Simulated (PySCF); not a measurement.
Two species compared at the same levels of theory.

First species: C₆H₁₁FO₂Si.
Atom-mapped SMILES: `[CH3:1][C@@H:2]([F:3])[C@H:4]1[CH2:5][CH2:6][Si@H:7]1[C:8](=[O:9])[OH:10]` (hydrogens: H11, H12, H13 on C1; H14 on C2; H15 on C4; H16, H17 on C5; H18, H19 on C6; H20 on Si7; H21 on O10)

Second species: C₆H₁₁FO₂Si.
SMILES: `CC[Si@@H]1O[C@H](OC)C=C1F`

Levels: PBE0/pcSseg-1 for dipole moment, HOMO energy, LUMO energy and HOMO–LUMO gap; GFN2-xTB for rotational constant A and rotational constant C. Geometries: GFN2-xTB. Each structure is a single optimised conformer of the isolated species, non-relativistic unless stated. Electronic properties by PySCF.

The conformers computed, where there is a choice (atom-mapped SMILES and torsion angles):
- `[CH3:1][C@@H:2]([F:3])[C@H:4]1[CH2:5][CH2:6][Si@H:7]1[C:8](=[O:9])[OH:10]`: C1–C2–C4–C5 75°, C6–Si7–C8–O9 40°, H–O10–C8–Si7 -178°
- `[CH3:1][CH2:2][Si@@H:3]1[O:4][C@H:5]([O:6][CH3:7])[CH:8]=[C:9]1[F:10]`: C1–C2–Si3–O4 -178°, O4–C5–O6–C7 64°

Which has the higher rotational constant C?

The first: 0.680 GHz against 0.604 GHz, a difference of 0.076 GHz.

Which of the two has the higher HOMO–LUMO gap, and by how much?

The second: 7.45 eV against 6.80 eV, a difference of 0.65 eV.

Which of the two has the higher rotational constant A, and by how much?

The second: 1.617 GHz against 1.461 GHz, a difference of 0.156 GHz.

Which has the higher HOMO energy?

The second: -7.59 eV against -7.68 eV, a difference of 0.09 eV.

Which has the higher dipole moment?

The first: 1.69 D against 1.48 D, a difference of 0.21 D.

Which of the two has the higher LUMO energy, and by how much?

The second: -0.14 eV against -0.88 eV, a difference of 0.74 eV.

On the first: In atomic units the dipole is 0.66 e·bohr (1 au = 2.5417 D). A dipole of 1.69 D is allowed in C1, and pure rotational transitions are dipole-allowed.

On the second: The dipole matches unit charges of opposite sign 0.31 Å apart (1 e·Å = 4.8032 D).
